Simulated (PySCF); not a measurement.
A structure optimised at PBE0-D3(BJ)/def2-SVP, used in a PySCF frequency run:

```
C
C 1 1.3973
H 2 1.0903 1 121.34
C 2 1.3960 3 118.98 1 180.00
N 4 1.3279 2 123.98 3 180.00
C 5 1.3317 4 116.72 2 0.00
C 6 1.3912 5 123.78 4 0.00
H 7 1.0924 6 119.11 5 180.00
H 6 1.0965 5 116.43 4 180.00
H 4 1.0967 5 116.46 6 180.00
C 1 1.5271 2 123.45 3 0.00
C 11 1.5287 1 112.01 2 0.00
H 12 1.1005 11 109.71 1 180.00
H 12 1.1007 13 107.53 11 -121.80
H 12 1.1007 13 107.53 14 -116.40
C 11 1.5356 1 108.96 2 -120.20
H 16 1.0999 11 111.82 1 -60.01
H 16 1.1007 17 107.80 11 -122.24
H 16 1.1014 17 107.73 18 -116.48
C 11 1.5356 1 108.96 2 120.20
H 20 1.0999 11 111.82 1 60.01
H 20 1.1007 21 107.80 11 122.24
H 20 1.1014 21 107.73 22 116.48
```

Write its SMILES, formula and point group.

CC(C)(C)c1ccncc1, C9H13N, Cs

What are its rotational constants (standard atomic weights)?

2.6261, 0.94840, 0.82281 GHz
